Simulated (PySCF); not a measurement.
## Tellurium: a sound run and one with changed settings

Sound run: Te+ [Kr] 4d10 5s2 5p3, Te(2+) [Kr] 4d10 5s2 5p2. All numbers are calculated (PySCF 2.14, scalar relativity through the core potential, in cc-pVTZ-PP with ECP28MDF (5s4p3d1f, 39 functions)). The sound run starts from symmetry-adapted Hartree-Fock orbitals and uses a fine grid where one is needed.

A second run was set up differently.

| species | method | sound run (hartree) | changed run (hartree) | converged |
| --- | --- | --- | --- | --- |
| Te+ | UHF | -266.72126 | -266.72126 | yes |
| Te+ | r2SCAN | -267.76685 | -267.75730 | yes |
| Te+ | MN15 | -267.04265 | -267.04201 | yes |
| Te(2+) | UHF | -266.04668 | -266.04668 | yes |
| Te(2+) | r2SCAN | -267.06832 | -267.05951 | yes |
| Te(2+) | MN15 | -266.35023 | -266.34999 | yes |

Ionisation energy of Te+:

```csv
method,sound run (eV),changed run (eV)
UHF,18.356,18.356
r2SCAN,19.008,18.988
MN15,18.842,18.831
```

(1) What was changed?
A. all electrons correlated in a valence basis
B. basis contracted for another Hamiltonian
C. radial grid too coarse
D. too few SCF iterations

Results:

(1) C. It used radial step 0.3 in ln r (0.13 in the sound run). A coarse radial grid mis-integrates the density and the exchange-correlation energy, with errors of either sign; Hartree-Fock needs no grid.
